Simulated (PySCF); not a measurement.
Compound: C2H8SSeSi.
Bonds: C1–S2, S2–Si3, Si3–C4, C4–Se5. Hydrogens: H6, H7, H8 on C1; H9, H10 on Si3; H11, H12 on C4; H13 on Se5.

Computed by this run: PBE0-D3(BJ)/def2-SVP geometry optimisation, gas phase (PySCF 2.14.0); density fitting, grid level 1; the optimiser is geomeTRIC in internal coordinates, started from a GFN2-xTB structure with every atom displaced at random (about 0.01 Å).

Step 0: E = -86235.0605 eV
```
atom  x, y, z in Å  |  force x, y, z in eV/Å
C1      2.7198    0.2255   -0.0146   -1.537   0.935  -0.272
S2      1.3697   -0.9456    0.3363    0.045  -0.226   0.099
Si3    -0.3000    0.1592   -0.4545    0.651  -0.556   1.007
C4     -1.7774   -0.9034   -0.1268   -1.275   0.415   0.596
Se5    -3.4200   -0.0371   -0.8456    0.174  -0.363  -0.210
H6      2.6965    0.4947   -1.0793    0.267  -0.041  -0.054
H7      2.5596    1.1462    0.5732    0.199  -0.104  -0.030
H8      3.6499   -0.2187    0.2520    1.035  -0.572   0.257
H9     -0.0815    0.3936   -1.8562    0.021   0.238  -1.096
H10    -0.3855    1.4379    0.2722   -0.176   0.421   0.114
H11    -1.9885   -1.1153    0.9417    0.346   0.082  -0.286
H12    -1.7486   -1.8586   -0.6404    0.160  -0.437  -0.323
H13    -3.2883    1.2048   -0.0908    0.089   0.208   0.198
```

Task: Estimate the geometry and energy of step 1. (The exact step hangs on the optimiser's Hessian estimate; all steps are aligned on step 0, rigid shifts and turns removed.)

Result: E = -86235.1825 eV, largest force 0.419 eV/Å
```
atom  x, y, z in Å  |  force x, y, z in eV/Å
C1      2.7006    0.2557    0.0039    0.356  -0.166   0.145
S2      1.3778   -0.9241    0.4145   -0.067  -0.009   0.005
Si3    -0.2838    0.1128   -0.4617   -0.055   0.103  -0.131
C4     -1.8360   -0.9002   -0.1587    0.188  -0.180  -0.127
Se5    -3.4402    0.0167   -0.7794   -0.060   0.146   0.023
H6      2.7639    0.4376   -1.0756   -0.021   0.012  -0.104
H7      2.5740    1.2078    0.5351   -0.034   0.055   0.025
H8      3.6528   -0.2037    0.3324   -0.252   0.111  -0.073
H9     -0.0677    0.3264   -1.9282    0.001  -0.044   0.047
H10    -0.4571    1.4611    0.1633    0.037   0.017   0.048
H11    -1.9292   -1.1829    0.8947   -0.091  -0.029   0.193
H12    -1.7960   -1.8377   -0.7391    0.003   0.077   0.010
H13    -3.2534    1.2134    0.0659   -0.004  -0.093  -0.062
```

The energy changes by -0.1221 eV. The first-order estimate −F·Δx gives -0.2907 eV and the mean of the old and new forces, exact on a quadratic surface, -0.1218 eV. The step makes an angle of 75° with the force vector and moves no atom by more than 0.161 Å.

What follows is the cost of the whole optimisation. On one thread of an Intel Xeon Platinum 8488C, shared host with 192 logical CPUs at a one-minute load of 56, this took 47 s of wall time and 0.57 GiB of memory at its peak.
